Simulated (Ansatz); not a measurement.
Al4As4H14, a cluster cut from wurtzite AlAs (hydrogen-capped). Charge 0, multiplicity 1. Geometry r2SCAN-D4/def2-SVP; atoms count from 1.

Cartesian coordinates in Å:
```
Al 0.844 1.506 -2.235
As -0.369 2.451 -0.165
Al -1.294 -2.047 -1.452
As 0.909 -0.880 -1.508
As -2.297 -0.773 0.552
Al -1.058 1.022 1.753
Al 2.433 -1.374 0.404
As 1.085 -0.152 2.230
H -0.193 1.744 -3.419
H 2.280 2.190 -2.171
H -1.610 3.221 -0.544
H 0.392 3.597 0.456
H -2.229 -1.622 -2.669
H -1.168 -3.543 -0.921
H 1.609 -1.557 -2.667
H -3.635 -0.163 0.214
H -2.775 -1.710 1.634
H -1.791 1.731 2.968
H 3.790 -0.544 0.320
H 2.364 -2.902 0.847
H 1.928 0.859 2.968
H 0.785 -1.053 3.403
```

Single mean-field runs in def2-TZVP are fitted with def2-universal-jkfit.

Q: Estimate the Mulliken populations from the PBE0/def2-TZVP orbitals of Ansatz.

A: 
```csv
atom,charge (e)
Al1,0.25
As2,-0.23
Al3,0.25
As4,-0.36
As5,-0.23
Al6,0.32
Al7,0.25
As8,-0.23
H9,-0.11
H10,-0.11
H11,0.10
H12,0.10
H13,-0.11
H14,-0.11
H15,0.09
H16,0.10
H17,0.10
H18,-0.09
H19,-0.11
H20,-0.11
H21,0.10
H22,0.10
```
Mulliken values depend strongly on the basis.

Q: And the Mayer bond orders between heavy atoms (over 0.3)?

A: Al1–As2 0.60 (2.58 Å); Al1–As4 0.78 (2.49 Å); As2–Al6 0.78 (2.49 Å); Al3–As4 0.78 (2.49 Å); Al3–As5 0.60 (2.58 Å); As4–Al7 0.78 (2.49 Å); As5–Al6 0.78 (2.49 Å); Al6–As8 0.78 (2.49 Å); Al7–As8 0.60 (2.58 Å).
